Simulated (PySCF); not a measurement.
Species: `C1C[SiH2][Si@H](C1)C1CCC1`. The columns A, B, C and D hold Mulliken, IAO, Hirshfeld and ESP-fitted charges (e) of one PBE0/pcSseg-1 density (PySCF), in a shuffled order. Coordinates in Å (GFN2-xTB); the density's dipole moment is (-0.08, -0.37, 0.74) D.

| atom | x | y | z | A | B | C | D |
| --- | --- | --- | --- | --- | --- | --- | --- |
| C1 | -2.782 | -0.782 | -0.081 | -0.262 | -0.072 | -0.230 | +0.063 |
| C2 | -2.714 | 0.707 | 0.281 | -0.258 | -0.073 | -0.170 | -0.208 |
| C3 | -1.429 | 0.438 | 1.083 | -0.369 | -0.113 | -0.548 | +0.045 |
| Si4 | 0.158 | 1.041 | 0.224 | +0.586 | +0.269 | +0.500 | +0.153 |
| C5 | 1.709 | 0.495 | 1.210 | -0.525 | -0.160 | -0.499 | -0.264 |
| C6 | 2.860 | 0.300 | 0.223 | -0.239 | -0.070 | -0.254 | +0.213 |
| C7 | 2.469 | -0.640 | -0.919 | -0.522 | -0.158 | -0.502 | -0.354 |
| Si8 | 0.842 | -0.023 | -1.717 | +0.408 | +0.233 | +0.335 | +0.358 |
| C9 | -1.692 | -1.074 | 0.957 | -0.258 | -0.073 | -0.172 | -0.262 |
| H10 | -3.742 | -1.267 | 0.088 | +0.134 | +0.037 | +0.121 | +0.018 |
| H11 | -2.460 | -0.984 | -1.101 | +0.136 | +0.034 | +0.125 | +0.001 |
| H12 | -2.622 | 1.396 | -0.557 | +0.124 | +0.031 | +0.122 | +0.041 |
| H13 | -3.547 | 1.029 | 0.904 | +0.136 | +0.038 | +0.117 | +0.080 |
| H14 | -1.474 | 0.805 | 2.110 | +0.140 | +0.035 | +0.139 | +0.035 |
| H15 | 0.093 | 2.517 | 0.192 | -0.111 | -0.084 | -0.037 | -0.096 |
| H16 | 2.001 | 1.218 | 1.972 | +0.147 | +0.037 | +0.142 | +0.060 |
| H17 | 1.520 | -0.447 | 1.728 | +0.138 | +0.035 | +0.138 | +0.066 |
| H18 | 3.139 | 1.272 | -0.193 | +0.124 | +0.035 | +0.127 | -0.013 |
| H19 | 3.738 | -0.094 | 0.744 | +0.135 | +0.036 | +0.124 | -0.034 |
| H20 | 3.287 | -0.705 | -1.636 | +0.148 | +0.038 | +0.144 | +0.076 |
| H21 | 2.330 | -1.645 | -0.516 | +0.140 | +0.035 | +0.139 | +0.095 |
| H22 | 1.155 | 0.837 | -2.867 | -0.103 | -0.081 | -0.049 | -0.122 |
| H23 | 0.093 | -1.167 | -2.257 | -0.103 | -0.077 | -0.056 | -0.104 |
| H24 | -0.859 | -1.683 | 0.605 | +0.120 | +0.030 | +0.127 | +0.060 |
| H25 | -2.083 | -1.520 | 1.871 | +0.136 | +0.038 | +0.117 | +0.093 |

Q: Which column most likely holds the ESP-fitted charges?

A: D. Σ q r misses the density's dipole by 0.06 D (D), 0.92 D (B), 1.97 D (A), 3.07 D (C). Charges fitted to the outside potential are the only set here that is tied to the molecule's multipoles.

Q: And the Hirshfeld charges?

A: B. The mean sizes are 0.077 e (B), 0.117 e (D), 0.201 e (C), 0.220 e (A), and Hirshfeld charges are commonly the smallest of these schemes.

As computed, A = IAO, B = Hirshfeld, C = Mulliken, D = ESP-fitted. Hydrogens on carbon: IAO +0.12 to +0.15, Hirshfeld +0.03 to +0.04, Mulliken +0.12 to +0.14, ESP-fitted -0.03 to +0.09 e.

The Mulliken scheme counts on each atom the diagonal of the density matrix times the overlap matrix over that atom's basis functions. The ESP scheme fits charges at the nuclei, held to the total charge, to the electrostatic potential on points at 1.4 to 2.0 times the van der Waals radii.

Isolated species at its GFN2-xTB geometry (one conformer only).
